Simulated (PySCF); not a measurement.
Molecule: `C1=CC2(C=C1)CC2`, C7H8.

Bonds (- single, = double, # triple, : aromatic): C1=C2, C2-C3, C3-C4, C4=C5, C3-C6, C6-C7, C5-C1, C7-C3. C1 carries H8; C2 carries H9; C4 carries H10; C5 carries H11; C6 carries H12, H13; C7 carries H14, H15.

Frames of a GFN2-xTB Langevin trajectory at 600 K; GIAO PBE0/pcSseg-1 shieldings in PySCF 2.14.0 with density-fitted response routines, gas phase, non-relativistic; equivalent atoms averaged within each frame.

Chemical shifts δ = σref − σ; 13C (σ = 186.93 ppm), 1H (σ = 31.72 ppm) against TMS, all at this level. The references are static minima.

Task: How do the shifts (ppm) fluctuate along the trajectory?

Result: 
```csv
time (fs),C2/C4,C1/C5,C3,C6/C7,H8/H11,H9/H10,H12/H13/H14/H15
optimised geometry,147.6,136.7,41.3,15.0,6.72,6.30,1.55
250,145.5,137.7,43.4,19.9,6.92,6.62,2.62
425,141.3,134.8,43.6,22.4,6.74,6.80,1.67
625,153.9,141.8,48.0,10.8,7.56,6.71,0.92
800,149.3,141.7,39.0,7.4,7.41,6.34,0.68
1000,149.8,135.2,44.9,21.8,6.80,6.63,2.67
mean of frames,148.0,138.2,43.8,16.5,7.08,6.62,1.71
standard deviation,4.8,3.4,3.3,6.9,0.37,0.17,0.93
```

5 frames give an uncertainty of the mean of about the standard deviation over 2.2 at best, since frames this close in time may not be independent; classical motion lacks zero-point vibration, and the reference would need the same averaging.
